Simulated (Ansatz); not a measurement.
Ansatz results at the PBE0-D4/def2-TZVP geometry: LUMO energy (PBE/def2-TZVPP) -2.92 eV; size of the dipole moment (B3LYP/def2-TZVPP) 1.80 D; size of the dipole moment (ωB97M-V/def2-TZVPP) 1.82 D.

Each molecule was computed in one conformer, which needn't be the lowest.

Q: Which molecule gave them?
A. `[SeH][SiH]1BC1`
B. `[CH2]1[NH][AlH]1`
C. `C/C([SiH3])=N\[SiH3]`
D. `N=[CH][AlH2]`

A: D. The others give `[CH2]1[NH][AlH]1`: -1.48, 0.80, 0.90; `[SeH][SiH]1BC1`: -2.22, 1.59, 1.62; `C/C([SiH3])=N\[SiH3]`: -2.23, 1.89, 1.93.

B3LYP here is the variant with VWN-RPA as its local correlation; programs differ in this.
